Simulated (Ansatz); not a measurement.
Strength of the Cu–N bond: Cu(NH2)(NH3) → CuNH2 + NH3

Species: Cu(NH2)(NH3), singlet; CuNH2 `[NH2][Cu]`, singlet; NH3 (ammonia) `N`, singlet. 

Shapes, held fixed at every level: PBE0-D4/def2-TZVP. Flexible molecules stand in one conformer, not always the lowest. Programs: Ansatz 0.2.0. The zero-point and thermal change to 298 K, harmonic and unscaled (PBE0-D4/def2-TZVP), is -9.0 kJ/mol.

Q: Estimate ΔH(298 K) of this reaction.

A: wB97M-V/def2-TZVPP gives ΔH(298 K) = +146.6 kJ/mol; the levels span +92.5 to +195.9. A fragment pairs its electrons up again, so this isn't a typical strength of such a bond. The median of the levels is +150.2. No measured value is set beside it here. Times are processor times on shared x86 and Arm servers, and rough.

```json
{"level": "HF/def2-TZVPP", "kind": "Hartree–Fock", "ΔH(298 K) (kJ/mol)": "+92.5", "CPU time (sum over the molecules)": "–"}
{"level": "SPW92/def2-TZVPP", "kind": "LDA", "ΔH(298 K) (kJ/mol)": "+195.9", "CPU time (sum over the molecules)": "6.9 s"}
{"level": "PBE-D4/def2-TZVPP", "kind": "GGA", "ΔH(298 K) (kJ/mol)": "+151.3", "CPU time (sum over the molecules)": "11 s"}
{"level": "r2SCAN-D4/def2-TZVPP", "kind": "meta-GGA", "ΔH(298 K) (kJ/mol)": "+160.5", "CPU time (sum over the molecules)": "20 s"}
{"level": "BHLYP-D4/def2-TZVPP", "kind": "global hybrid", "ΔH(298 K) (kJ/mol)": "+138.3", "CPU time (sum over the molecules)": "14 s"}
{"level": "wB97X-V/def2-TZVPP", "kind": "range-separated hybrid", "ΔH(298 K) (kJ/mol)": "+150.2", "CPU time (sum over the molecules)": "34 s"}
{"level": "wB97M-V/def2-TZVPP", "kind": "range-separated hybrid", "ΔH(298 K) (kJ/mol)": "+146.6", "CPU time (sum over the molecules)": "51 s"}
```
